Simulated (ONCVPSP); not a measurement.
## Cl: variants of one ONCV potential

Base potential:

ONCVPSP 4.0.1 input, shortened (lines: element, Z, core and valence counts, functional; n l f; lmax; l rc ep ncon nbas qcut; lloc lpopt rc5 dvloc0; l nproj debl; icmod fcfact rcfact), BLYP, scalar-relativistic:

```
  Cl 17.00    1    4  -106131      upf
    1    0    2.00
    2    0    2.00
    2    1    6.00
    3    0    2.00
    3    1    5.00
    2
    0    0.90    0.00    4    7   15.70
    1    0.60    0.00    4    8   29.10
    2    0.85    0.04    4    7   12.70
    4    5    0.45    4.00
    0    2    3.00
    1    2    3.80
    2    2    2.00
    3    3.00    1.75
```

All-electron outer shells of the reference configuration (BLYP, scalar-relativistic, ld1.x):

```csv
shell,level (eV),outermost node (bohr),outermost maximum (bohr)
1s,-2752.87,–,0.06
2s,-252.59,0.12,0.36
2p,-191.73,–,0.30
3s,-20.54,0.55,1.27
3p,-8.46,0.53,1.43
```

Cutoffs, loose and tight: the cutoffs (Ha) at which the residual kinetic energy of the hardest occupied pseudo-wave falls to 1 and 0.1 mHa per electron. They do not see the model core or the augmentation charge, which bear on the density cutoff. Test errors are all-electron minus pseudo excitation energies from the reference, over the configurations 2s2 2p6 3s2 3p4; 2s2 2p6 3s2 3p3; 2s2 2p6 3s2 3p2; 2s1 2p6 3s2 3p5. A dash means not determined; rows that change the core or the reference have their own tests.

| change | outcome | cutoff, loose | cutoff, tight | bound ghosts | GHOST(+) flags above zero | largest test error (meV) |
| --- | --- | --- | --- | --- | --- | --- |
| base | generated | 273 Ha | 315 Ha | none | none | -607 |
| all radii but the core radius scaled by about 0.80 (s 0.72, p 0.48, d 0.68 bohr); local potential polynomial inside 0.36 bohr (lpopt 5, dvloc0 4 Ha) | generated | 326 Ha | 370 Ha | none | d | -370 |
| all radii but the core radius scaled by about 0.84 (s 0.76, p 0.50, d 0.72 bohr); local potential polynomial inside 0.38 bohr (lpopt 5, dvloc0 4 Ha) | generated | 316 Ha | 360 Ha | none | d | -430 |
| all radii but the core radius scaled by about 0.94 (s 0.86, p 0.56, d 0.80 bohr); local potential polynomial inside 0.42 bohr (lpopt 5, dvloc0 4 Ha) | generated | 289 Ha | 331 Ha | none | none | -566 |
| all radii but the core radius scaled by about 1.07 (s 0.96, p 0.64, d 0.92 bohr); local potential polynomial inside 0.48 bohr (lpopt 5, dvloc0 4 Ha) | generated | 253 Ha | 291 Ha | none | none | -642 |
| all radii but the core radius scaled by about 1.34 (s 1.20, p 0.80, d 1.14 bohr); local potential polynomial inside 0.60 bohr (lpopt 5, dvloc0 4 Ha) | failed: ERROR pspot: first pseudo wave function has node, program will stop | – | – | – | – | – |

(1) What comes out with this change to the base: all radii but the core radius scaled by about 1.23 (s 1.10, p 0.74, d 1.04 bohr); local potential polynomial inside 0.56 bohr (lpopt 5, dvloc0 4 Ha)?

(2) What comes out with this change to the base: all radii but the core radius scaled by about 1.16 (s 1.04, p 0.70, d 0.98 bohr); local potential polynomial inside 0.52 bohr (lpopt 5, dvloc0 4 Ha)?

## Answers

(1) outcome: generated; cutoff, loose: 245 Ha; cutoff, tight: 285 Ha; bound ghosts: none; GHOST(+) flags above zero: none; largest test error (meV): -702.

(2) outcome: generated; cutoff, loose: 225 Ha; cutoff, tight: 261 Ha; bound ghosts: none; GHOST(+) flags above zero: none; largest test error (meV): -642.

Reading the sweep of the scale of all radii but the core radius (base = 1) (base included, trends over the rows without a ghost): The loose cutoff is not monotonic: lowest 225 Ha at 1.16, highest 326 Ha at 0.8. The median size of the test errors (rows with all tests solved) is not monotonic: lowest 4.7 meV at 0.8, highest 7.0 meV at 1.07. The generation fails at 1.34.
